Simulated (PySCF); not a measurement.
A structure optimised at PBE-D3(BJ)/def2-SVP, used in a PySCF frequency run:

```xyz
11

Zr     0.0000     0.0000    -0.3587
C      1.7968     0.0000     0.8894
H      2.3996    -0.9020     0.6272
H      1.6243     0.0000     1.9875
H      2.3996     0.9020     0.6272
C     -1.7968     0.0000     0.8894
H     -2.3996     0.9020     0.6272
H     -1.6243     0.0000     1.9875
H     -2.3996    -0.9020     0.6272
H      0.0000     1.5552    -1.4037
H      0.0000    -1.5552    -1.4037
```
Charge 0, spin multiplicity 1.

Q: Write its SMILES, formula and point group.

A: [CH3][ZrH2][CH3], C2H8Zr, C2v

Q: What are its rotational constants (standard atomic weights)?

A: 9.7289, 4.4234, 3.3718 GHz
